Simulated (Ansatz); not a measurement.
Program: Ansatz. Geometries: PBE0-D4/def2-TZVP. ΔE: electronic, gas phase. CCSD(T)/CBS adds triple-zeta CCSD(T) − MP2 to the extrapolated MP2 energy (def2 sets, frozen cores). This one scheme is used for every species. Functionals use def2-TZVPP. One conformer a species, not always the lowest.

Consider the hydrogenolysis of the Si–C bond: `CBS[SiH2]C` + H₂ → `CBS[SiH3]` + CH₄.

`CBS[SiH2]C`:

Cartesian coordinates in Å:
```
C -1.865 0.859 1.968
B -0.982 0.164 0.890
S 0.684 -0.366 1.273
Si 1.259 -1.178 -0.639
C 1.442 0.165 -1.918
H -1.384 1.000 2.937
H -2.784 0.279 2.116
H -2.199 1.835 1.597
H -1.409 -0.030 -0.214
H 0.247 -2.180 -1.060
H 2.555 -1.866 -0.406
H 0.493 0.684 -2.066
H 1.754 -0.261 -2.875
H 2.190 0.896 -1.604
```

H₂:

Z-matrix (Å, degrees):
```
H
H 1 0.746
```

`CBS[SiH3]`:

Z-matrix (Å, degrees):
```
C
B 1 1.556
H 1 1.097 2 109.4
H 1 1.091 2 115.0 3 -122.7
H 1 1.097 2 109.4 3 114.7
S 2 1.793 1 120.7 3 122.6
H 2 1.200 1 120.8 3 -57.3
Si 6 2.149 2 99.2 1 -180.0
H 8 1.484 6 107.0 2 -179.8
H 8 1.483 6 110.3 2 -60.5
H 8 1.483 6 110.3 2 60.9
```

CH₄:

Cartesian coordinates in Å:
```
C 0.000 0.000 0.000
H 0.681 -0.326 0.786
H -0.083 -0.781 -0.755
H 0.385 0.910 -0.460
H -0.982 0.197 0.429
```

```tsv
level	ΔE (kcal/mol)	difference from CCSD(T)/CBS
revPBE-D4	-3.3	1.3
r2SCAN-D4	-4.4	0.2
ωB97X-V	-5.4	-0.8
r2SCAN0	-5.4	-0.8
RPA@PBE/def2-TZVPP	-5.9	-1.3
MP2/def2-SVP	-6.7	-2.1
CCSD/def2-SVP	-8.9	-4.3
SCS-MP2/def2-TZVPP	-5.6	-1.0
CCSD/def2-TZVPP	-6.3	-1.7
HF/def2-QZVPP	-10.6	-6.0
CCSD(T)/CBS	-4.6	0
```

Largest T1 diagnostic among the species: 0.013.

In def2-TZVPP, CCSD(T) changes the Hartree–Fock value by +5.4 kcal/mol (the triples alone add +1.0 kcal/mol) and MP2 by +6.8 kcal/mol. At CCSD(T), def2-SVP lies −3.5 kcal/mol from the extrapolated value and def2-TZVPP −0.7 kcal/mol. The D4 term adds +2.3 kcal/mol with B3LYP and +1.3 kcal/mol with PBE0; it sums over pairs of atoms, weighted by their polarisabilities, and B3LYP, whose exchange is more repulsive, gets the larger term.

B3LYP here is the variant with VWN-RPA as its local correlation; programs differ in this.
